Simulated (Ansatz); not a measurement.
## Ansatz (development build ahead of 0.2.0) run

```yaml
crystal:
  periodic: [false, false, false]
  atoms:
    - { symbol: S, position_ang: [0.0, 0.0, 0.0] }
    - { symbol: Si, position_ang: [2.9411, 0.0, 1.0705] }
    - { symbol: Si, position_ang: [-1.4705, 2.5471, 1.0705] }
    - { symbol: Si, position_ang: [-1.4705, -2.5471, 1.0705] }
basis:
  gaussian: { orbitals: pcseg-2 }
magnetization:
  spin_polarized: true
  initial_magnetization: 2
hamiltonian:
  xc: pbe
```

The input is written out in the form of the current development build from the run's settings.

Output:

```
Converged                       : yes
Total energy                    : -1265.79854 hartree
Spin squared of the determinant : 3.018
Stability test                  : minimum
```

Caution: the unrestricted determinant is a mixture of spin states; other spin multiplicities may lie lower.
